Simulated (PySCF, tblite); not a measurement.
Isomers of C7H10F2O2, one GFN2-xTB conformer each. Single-point energies are computed at PBE0/pcSseg-1 (PySCF, gas phase, no added dispersion term), electronic only.

```csv
SMILES,GFN2-xTB relative energy (kcal/mol)
CO[C@@H]1[C@H](F)CCC(=O)[C@H]1F,5.3
C[C@@]12C[C@H](OC(F)F)C[C@@H]1O2,0.0
```

Conformers: `[CH3:1][O:2][C@@H:3]1[C@H:4]([F:5])[CH2:6][CH2:7][C:8](=[O:9])[C@H:10]1[F:11]` with C1–O2–C3–C4 -85°, O2–C3–C4–F5 68°, C3–C4–C6–C7 -61°, C4–C6–C7–C8 56°, C6–C7–C8–O9 122°; `[CH3:1][C@@:2]12[CH2:3][C@H:4]([O:5][CH:6]([F:7])[F:8])[CH2:9][C@@H:10]1[O:11]2` with C3–C4–O5–C6 82°, C4–O5–C6–F7 158°, C1–C2–C3–C4 161°, C2–C3–C4–O5 100°, C3–C4–C9–C10 17°, C4–C9–C10–O11 52°.

Question: What does PBE0/pcSseg-1 give for the same structures?

Answer: 
| SMILES | PBE0/pcSseg-1 E (Eh) | PBE0/pcSseg-1 (kcal/mol) | GFN2-xTB (kcal/mol) | point group |
| --- | --- | --- | --- | --- |
| CO[C@@H]1[C@H](F)CCC(=O)[C@H]1F | -622.14474 | 0.0 | 5.3 | C1 |
| C[C@@]12C[C@H](OC(F)F)C[C@@H]1O2 | -622.14144 | 2.1 | 0.0 | C1 |

GFN2-xTB puts C[C@@]12C[C@H](OC(F)F)C[C@@H]1O2 lowest instead. As drawn, the lower has a C=O bond, which the higher lacks; the higher has a three-membered ring and two fluorines on one carbon, which the lower lacks. Neighbours under 2.5 kcal/mol apart (CO[C@@H]1[C@H](F)CCC(=O)[C@H]1F and C[C@@]12C[C@H](OC(F)F)C[C@@H]1O2) can change places with a better method, another conformer or zero-point energy.

Question: Which frontier levels, dipoles and rotational constants go with these structures?

Answer: 
```tsv
SMILES	HOMO (eV, PBE0/pcSseg-1)	LUMO (eV)	dipole (D)	A, B, C (MHz)
CO[C@@H]1[C@H](F)CCC(=O)[C@H]1F	-7.44	-1.04	2.08	1465, 933.2, 841.8
C[C@@]12C[C@H](OC(F)F)C[C@@H]1O2	-7.67	1.03	4.90	2349, 644.7, 577.0
```

Question: What happens when harmonic zero-point energies from GFN2-xTB frequencies are added?

Answer: 
```csv
SMILES,ZPE (kcal/mol),electronic (kcal/mol),with ZPE (kcal/mol)
CO[C@@H]1[C@H](F)CCC(=O)[C@H]1F,102.0,0.0,0.0
C[C@@]12C[C@H](OC(F)F)C[C@@H]1O2,102.2,2.1,2.3
```

The zero-point energies span 0.2 kcal/mol. The order is unchanged.
